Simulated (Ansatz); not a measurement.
`O[SiH](F)F` + H₂ → `F[SiH2]F` + H₂O at 500 K and 1 bar (hydrogenolysis of the Si–O bond).

Calculated with Ansatz (gas phase, PBE0-D4/def2-TZVP geometries, no zero-point term in ΔE). CCSD(T)/CBS adds triple-zeta CCSD(T) − MP2 to the extrapolated MP2 energy (def2 sets, frozen cores). This one scheme is used for every species. One conformer a species, not always the lowest.

```tsv
species	CCSD(T)/CBS energy (Eh)	H − E (kJ/mol)	S (J/(mol·K))
`O[SiH](F)F`	-565.23707	109.1	341.1
H₂	-1.17544	41.0	145.5
`F[SiH2]F`	-489.99391	85.3	295.3
H₂O	-76.37941	73.2	206.3
```

H − E and S are ideal-gas, rigid-rotor, harmonic terms from PBE0-D4/def2-TZVP, for one conformer and one mirror image of each species. The MP2-based limit puts H₂ 0.8 mEh under its directly extrapolated value; such offsets cancel only in part. 1 Eh = 2625.50 kJ/mol, R = 8.31446 J/(mol·K).

**Question.** By hand: ΔE, ΔH, ΔS and ΔG.

**Answer.** ΔE = (-489.99391) + (-76.37941) − (-565.23707) − (-1.17544) = 0.03919 Eh = 102.9 kJ/mol. Δ(H − E) = 85.3 + 73.2 − 109.1 − 41.0 = 8.4, so ΔH = 111.3 kJ/mol. ΔS = 295.3 + 206.3 − 341.1 − 145.5 = 15.0 J/(mol·K). ΔG = 111.3 − 500 × (15.0)/1000 = 103.8 kJ/mol.

**Question.** By hand: the equilibrium constant, and the temperature at which ΔG would vanish if ΔH and ΔS stayed fixed.

**Answer.** log₁₀ K = −ΔG/(RT ln 10) = -10.8. ΔG = 0 at ΔH/ΔS = 7420 K, far beyond where these terms or the molecules hold.

ΔH outweighs TΔS. A doubt of 5 kJ/mol in ΔE shifts log₁₀ K by 0.5 here. Other conformers and mirror images would add mixing entropy, several J/(mol·K) or more a flexible species. These are equilibria of isolated gas molecules and say nothing of rates. Largest T1 diagnostic: 0.012 (customary marks: 0.02 for closed shells, 0.045 for open ones).
